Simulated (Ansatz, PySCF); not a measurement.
The pair A = CH3F (SMILES CF) (first 5 atoms), B = C2H3F (SMILES C=CF); geometry from B3LYP-D3(BJ)/def2-TZVP.
(charge 0, multiplicity 1):
```xyz
11

C      0.368     0.668    -0.224
F     -1.009     0.552    -0.026
H      0.581     1.675    -0.584
H      0.871     0.487     0.724
H      0.673    -0.070    -0.966
C     -1.321    -0.247     3.257
C     -0.137    -0.293     3.830
F      1.003    -0.034     3.147
H     -1.444     0.000     2.211
H     -2.197    -0.464     3.852
H      0.069    -0.531     4.865
```

Correlated levels freeze the cores. Rows in 6-31G* carry no dispersion term and start afresh at each structure (6-31G* with six Cartesian d functions).

The values were computed with Ansatz (an electronic-structure program) with Gaussian orbitals; PySCF for 6-31G* rows. Each number belongs to the level named beside it.

Total energies (hartree), monomers frozen at their geometry in the pair:

| structure | B3LYP/6-31G* | B3LYP/def2-TZVPPD | CCSD(T)/aug-cc-pVDZ |
|---|---|---|---|
| AB | -317.5602082 | -317.7197696 | -316.8802366 |
| A in the pair's basis | -139.7367925 | -139.8099197 | -139.4475749 |
| B in the pair's basis | -177.8217046 | -177.9082424 | -177.4295366 |
| A | -139.7336432 | -139.8098671 | -139.4466804 |
| B | -177.8194660 | -177.9082006 | -177.4286853 |

Work out the interaction energy without and with the counterpoise correction, and the superposition error, for each level.


E(AB) − E(A) − E(B), times 627.509 kcal/mol, with the monomers in their own basis and then in the pair's basis:
- B3LYP/6-31G*: -4.45 uncorrected, -1.07 corrected; the monomers gain 3.38 kcal/mol from borrowed functions
- B3LYP/def2-TZVPPD: -1.07 uncorrected, -1.01 corrected; the monomers gain 0.06 kcal/mol from borrowed functions
- CCSD(T)/aug-cc-pVDZ: -3.06 uncorrected, -1.96 corrected; the monomers gain 1.10 kcal/mol from borrowed functions
